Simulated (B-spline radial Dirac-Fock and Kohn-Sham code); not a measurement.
**Compton profile of Re⁴⁺**

System: rhenium as Re⁴⁺, 1s2 2s2 2p6 3s2 3p6 3d10 4s2 4p6 4d10 4f14 5s2 5p6 5d1 6s2 (not the ground configuration).

The computed values come from a B-spline atomic structure program: the impulse approximation on Dirac-Fock densities. pz is in atomic units of momentum; subshell profiles are per electron, for a selection of subshells; open shells are spread over both j values by their weights.

| pz | J total | J 4p1/2 | J 4p3/2 | J 5p1/2 | J 6s1/2 |
| --- | --- | --- | --- | --- | --- |
| 0 | 8.350 | 0.103 | 0.110 | 0.262 | 0.884 |
| 0.1 | 8.278 | 0.103 | 0.110 | 0.262 | 0.851 |
| 0.2 | 8.075 | 0.103 | 0.110 | 0.262 | 0.759 |
| 0.3 | 7.779 | 0.103 | 0.110 | 0.262 | 0.629 |
| 0.4 | 7.442 | 0.103 | 0.110 | 0.261 | 0.484 |
| 0.5 | 7.106 | 0.103 | 0.110 | 0.259 | 0.349 |
| 0.6 | 6.804 | 0.103 | 0.110 | 0.256 | 0.239 |
| 0.8 | 6.335 | 0.103 | 0.110 | 0.245 | 0.113 |
| 1 | 5.984 | 0.103 | 0.109 | 0.226 | 0.0779 |
| 1.2 | 5.654 | 0.102 | 0.109 | 0.201 | 0.0755 |
| 1.4 | 5.302 | 0.101 | 0.108 | 0.171 | 0.0709 |
| 1.6 | 4.942 | 0.0999 | 0.106 | 0.139 | 0.0577 |
| 1.8 | 4.605 | 0.0982 | 0.104 | 0.109 | 0.0411 |
| 2 | 4.313 | 0.0961 | 0.101 | 0.0827 | 0.0265 |
| 2.5 | 3.792 | 0.0886 | 0.0912 | 0.0369 | 0.00862 |
| 3 | 3.455 | 0.0785 | 0.0787 | 0.0175 | 0.00606 |
| 4 | 2.871 | 0.0541 | 0.0506 | 0.0120 | 0.00482 |
| 5 | 2.278 | 0.0319 | 0.0276 | 0.0104 | 0.00205 |
| 7 | 1.397 | 0.00955 | 0.00841 | 0.00323 | 0.000541 |
| 10 | 0.7910 | 0.00629 | 0.00665 | 0.000962 | 0.000363 |
| 15 | 0.3899 | 0.00293 | 0.00232 | 0.000543 | 5.32e-05 |
| 20 | 0.2148 | 0.000657 | 0.000535 | 0.000120 | 4.44e-05 |
| 30 | 0.08152 | 0.000348 | 0.000382 | 5.41e-05 | 9.51e-06 |
| 40 | 0.03765 | 0.000223 | 0.000196 | 3.54e-05 | 1.74e-06 |
| 60 | 0.01183 | 5.07e-05 | 3.29e-05 | 8.09e-06 | 1.30e-06 |
| 100 | 0.002357 | 3.96e-06 | 1.62e-06 | < 1e-6 | < 1e-6 |

J(0) = 8.350. The 6s1/2 subshell gives the largest part, 21 %.

Mean momentum ⟨p⟩ by subshell (a.u.): 1s1/2 78.6, 2s1/2 28.1, 2p1/2 37.0, 2p3/2 32.6, 3s1/2 14.2, 3p1/2 16.9, 3p3/2 15.6, 3d3/2 18.7, 3d5/2 18.3, 4s1/2 7.24, 4p1/2 8.12, 4p3/2 7.55, 4d3/2 8.29, 4d5/2 8.09, 4f5/2 8.08, 4f7/2 7.97, 5s1/2 3.00, 5p1/2 3.15, 5p3/2 2.91, 5d3/2 2.67, 5d5/2 2.61, 6s1/2 1.29.
